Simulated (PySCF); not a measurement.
C6HFN2.
SMILES: `C#C/C(C#N)=C(/F)C#N`

Method: PBE0/def2-SVPD in PySCF (dipole) on a GFN2-xTB geometry, gas phase.

Take the most abundant isotopes and a rigid rotor. 

(1) Give the principal moments of inertia and the rotational constants in cm⁻¹.

(2) Classify the top.

(3) What does the inertial defect say?

(4) Which types of transition are allowed, and where do some lines up to J = 3 fall?

(5) Estimate the classical rotational partition function at 10 K, 100 K and 500 K.

## Answers

(1) Ia = 226.84, Ib = 338.33, Ic = 565.18 u·Å²; 505379 MHz·u·Å²/I gives 2228, 1494 and 894.2 MHz, that is A = 0.07431, B = 0.04983, C = 0.02983 cm⁻¹.

(2) An asymmetric top: κ = (2 × 1494 − 2228 − 894.2)/(2228 − 894.2) = -0.10.

(3) Planar: Δ = Ic − Ia − Ib = 0.00 u·Å². For a rigid frame Δ = −2 Σ m c², so it vanishes when all atoms lie in the ab plane; here none is more than 0.01 Å from it.

(4) The dipole components are |μa| = 0.55 D, |μb| = 2.05 D, |μc| = 0.00 D; the mirror of this Cs structure is the ab plane, so μc vanishes by symmetry and there are no c-type lines. The squared components, which scale the intensities, stand as 0.07 : 1.00 (a : b). Some of the stronger lines:

```csv
type,branch,"J(Ka,Kc)",MHz,lower level (cm⁻¹)
b,Q,"1(1,0) ← 1(0,1)",1334,0.080
b,Q,"2(1,1) ← 2(0,2)",2179,0.231
b,Q,"2(2,0) ← 2(1,1)",2449,0.303
b,R,"1(1,1) ← 0(0,0)",3122,0.000
b,Q,"3(1,2) ← 3(0,3)",3672,0.443
b,R,"2(0,2) ← 1(1,1)",3796,0.104
b,Q,"2(2,1) ← 2(1,2)",4001,0.243
b,R,"2(1,2) ← 1(0,1)",4910,0.080
b,Q,"3(2,2) ← 3(1,3)",5032,0.448
b,Q,"3(3,1) ← 3(2,2)",5302,0.616
b,R,"3(1,2) ← 2(2,1)",5659,0.377
b,R,"3(0,3) ← 2(1,2)",5988,0.243
b,R,"3(1,3) ← 2(0,2)",6513,0.231
b,R,"2(2,1) ← 1(1,0)",7578,0.124
b,R,"2(2,0) ← 1(1,1)",8423,0.104
b,R,"3(2,2) ← 2(1,1)",9366,0.303
b,R,"3(2,1) ← 2(1,2)",12206,0.243
b,R,"3(3,1) ← 2(2,0)",12219,0.385
b,R,"3(3,0) ← 2(2,1)",12535,0.377
```

(5) Point group Cs, symmetry number σ = 1; q = (√π/σ)·√((kT/h)³/(ABC)), k/h = 20836.6 MHz/K: 3090 at 10 K, 97700 at 100 K, 1090000 at 500 K.

No frequency check. Zero-point vibration and centrifugal distortion are left out. Quadrupole hyperfine structure (14N) is left out.
